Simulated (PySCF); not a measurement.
**CH7NOSi2**

The system: CH7NOSi2, a carbene (divalent C1, bonded to 1 N + 1 O); neutral, triplet. The structure, one conformer, was relaxed in the gas phase by PBE0-D3(BJ)/def2-SVP. No frequency run checks that it is a minimum.

This triplet is an excited state: in a carbene with lone-pair donors on the centre (N, O) the singlet is known to lie well below it (the gap isn't computed here), so the molecule in its ground state shows no EPR spectrum.

SMILES: [SiH3]N[C]O[SiH3]

| atom | x (Å) | y (Å) | z (Å) |
| --- | --- | --- | --- |
| C1 | -0.313 | -0.339 | -1.349 |
| O2 | -1.211 | 0.651 | -1.265 |
| Si3 | -1.140 | 1.884 | -0.103 |
| N4 | -0.084 | -1.308 | -0.410 |
| Si5 | 1.404 | -1.352 | 0.527 |
| H6 | -1.405 | 1.326 | 1.255 |
| H7 | -2.202 | 2.853 | -0.478 |
| H8 | 0.211 | 2.517 | -0.126 |
| H9 | -0.663 | -2.150 | -0.458 |
| H10 | 1.249 | -2.454 | 1.523 |
| H11 | 1.581 | -0.039 | 1.213 |
| H12 | 2.611 | -1.616 | -0.313 |

EPR values by unrestricted B3LYP, IGLO-III on C N O Si, pcH-1 on H.

Q: Predict g and the largest hyperfine couplings. Where does the spin sit?

A: g = 2.0019, 2.0026, 2.0028. The zero-field splitting dominates the spectrum: D = 0.63 cm⁻¹, |E| = 0.1 cm⁻¹ (spin-spin and spin-orbit parts, DFT, rough). The spin sits on C1 (83 %, bonded to 1 N + 1 O) by Mulliken populations.
| atom | isotope | isotropic (MHz) | dipolar, principal values (MHz) |
| --- | --- | --- | --- |
| C1 | 13C | 386.5 | -66.6, 5.0, 61.5 |
| O2 | 17O | -80.9 | -19.5, 1.5, 17.9 |
| H9 | 1H | 72.6 | -7.8, -4.6, 12.4 |
| Si3 | 29Si | -45.4 | -7.3, 3.2, 4.0 |
| Si5 | 29Si | -36.7 | -4.0, 1.9, 2.2 |
| N4 | 14N | 15.4 | -4.7, -4.4, 9.2 |

Q: How do the isotropic couplings move with BHandHLYP?

A: C1 386.5 to 421.2 MHz, O2 -80.9 to -80.1 MHz, H9 72.6 to 71.2 MHz, Si3 -45.4 to -37.8 MHz.
